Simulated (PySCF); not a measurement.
C5H9NSi.
Numbering: `[N:1]#[C:2][CH2:3][CH:4]1[CH2:5][SiH2:6][CH2:7]1`

Structure used (PBE0-D3(BJ)/def2-SVP), in Å, numbered top down from 1:
```xyz
16
C5H9NSi angstrom
N     -3.1531    1.7632    0.4031
C     -2.5025    0.8314    0.1846
C     -1.6472   -0.3154   -0.0939
C     -0.1978    0.0876   -0.3766
C      0.5546    0.7987    0.7791
Si     2.1287   -0.0246    0.1151
C      0.7660   -1.0924   -0.6656
H     -2.0666   -0.8673   -0.9513
H     -1.6836   -0.9971    0.7729
H     -0.1968    0.7603   -1.2517
H      0.4316    1.8881    0.8419
H      0.2765    0.3597    1.7527
H      2.8785    0.8080   -0.8733
H      3.0969   -0.6496    1.0667
H      0.5376   -1.9501   -0.0096
H      0.8078   -1.4476   -1.7044
```

NICS is the negative of the GIAO shielding at a point without a nucleus: at the ring centre (0) and 1 Å above and below it (1); zz is the component along the ring normal. Level: GIAO PBE0/pcSseg-1 (PySCF, non-relativistic, gas phase) on the PBE0-D3(BJ)/def2-SVP geometry, one conformer.

Ring bond lengths (Å), with Mayer bond orders in brackets: C4–C5 1.552 (0.96), C5–Si6 1.896 (0.93), Si6–C7 1.899 (0.92), C7–C4 1.551 (0.97).

Q: Give the NICS values of each ring in ppm.

A: 
| ring | type | NICS(0) | NICS(1), two faces | NICS(1)zz, two faces | rms pucker (Å) | centre to ring atoms, mean (Å) |
| --- | --- | --- | --- | --- | --- | --- |
| C4–C5–Si6–C7 | 4-membered ring with Si; formal bonds all single | -3.5 | -2.5 / -2.5 | 1.9 / 4.3 | 0.15 | 1.21 |

Q: What do they say, and how far can they be read as aromaticity?

A: 
- C4–C5–Si6–C7: mean NICS(1)zz 3.1 ppm, deshielded. C4, C5, Si6, C7 have four or more neighbours, and the NICS criterion for π rings isn't applied.

Q: What is the mean of the two in-plane components of NICS at the second NICS(1) probe listed for ring C4–C5–Si6–C7, 1 Å off the ring?

A: The isotropic value is a third of the trace: (3 × -2.5 − (4.3))/2 = -5.9 ppm.

Q: What are the shieldings of the ring atoms and their hydrogens in the same run (means over atoms taken as equivalent)?

A: 
```json
{"atoms": "C4", "environment": "four-membered-ring carbon", "σ isotropic (ppm)": "149.1", "principal values of the symmetric part, first atom (ppm)": "132.0, 153.8, 161.5"}
{"atoms": "C5 (×2)", "environment": "sp3 carbon bound to silicon", "σ isotropic (ppm)": "167.0", "principal values of the symmetric part, first atom (ppm)": "148.9, 160.6, 192.6"}
{"atoms": "Si6", "environment": "SiH2 silicon", "σ isotropic (ppm)": "390.8", "principal values of the symmetric part, first atom (ppm)": "359.1, 391.6, 421.7"}
{"atoms": "H10", "environment": "methine hydrogen", "σ isotropic (ppm)": "28.78", "principal values of the symmetric part, first atom (ppm)": "25.7, 28.4, 32.2"}
{"atoms": "H11 (×2)", "environment": "methylene hydrogen", "σ isotropic (ppm)": "29.84", "principal values of the symmetric part, first atom (ppm)": "25.7, 26.8, 36.4"}
{"atoms": "H12 (×2)", "environment": "methylene hydrogen", "σ isotropic (ppm)": "30.42", "principal values of the symmetric part, first atom (ppm)": "27.6, 28.7, 34.8"}
{"atoms": "H13", "environment": "Si–H hydrogen", "σ isotropic (ppm)": "26.61", "principal values of the symmetric part, first atom (ppm)": "24.1, 24.5, 31.3"}
{"atoms": "H14", "environment": "Si–H hydrogen", "σ isotropic (ppm)": "26.54", "principal values of the symmetric part, first atom (ppm)": "23.5, 23.7, 32.4"}
```

Q: How do the values depend on the level or the medium?

A: 
```csv
level,"NICS(0), C4–C5–Si6–C7","mean NICS(1)zz, C4–C5–Si6–C7"
"PBE0/pcSseg-1, gas",-3.5,3.1
"mPW1PW91/pcSseg-1, gas",-3.5,3.1
"PBE0/pcSseg-1, IEF-PCM acetone",-3.5,3.2
"PBE0/pcSseg-1, IEF-PCM water",-3.5,3.3
```

The geometry is the same throughout; the continuum's cavity takes Bondi-type radii × 1.2.
